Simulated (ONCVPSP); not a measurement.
## Building the ONCV potential for Sn (Z = 50) (LDA (Perdew-Zunger), scalar-relativistic).

- Element: tin (Sn)
- Generator: ONCVPSP 4.0.1
- Type: optimised norm-conserving Vanderbilt (ONCV)
- Functional: LDA (Perdew-Zunger)
- Relativity: scalar-relativistic
- Frozen core: [Ar] 3d10
- Valence charge: 22
- Reference configuration: 4s2 4p6 4d10 5s2 5p2
- Partial waves: 4s+5s: rc 1.50 bohr, ncon 4, nbas 8, qcut 9.6 1/bohr, 2 projectors; 4p+5p: rc 1.35 bohr, ncon 4, nbas 7, qcut 8.8 1/bohr, 2 projectors; 4d: rc 1.20 bohr, ncon 4, nbas 9, qcut 14.6 1/bohr, 2 projectors, debl 3.7 Ha
- Local potential: polynomial inside 1.15 bohr (lpopt 1, dvloc0 3 Ha)
- Core correction: Teter function, fcfact 2.5, rcfact 1.75

What the tests gave:

```
Cutoffs needed             : 50 Ha and 61 Ha (the cutoffs (Ha) at which the residual kinetic energy of the hardest occupied pseudo-wave falls to 1 and 0.1 mHa per electron)
Ghost test                 : no bound ghost flagged; no localised positive-energy state flagged
Largest excitation error   : -12 meV (all-electron minus pseudo) for 4s2 4p6 4d10 5s1 5p0, out of 4 test configurations
rms error of d²Exc/dni dnj : 3.27 mHa without and 1.27 mHa with the model core
```

Generation and tests took about 3 s on one core of a shared server CPU.
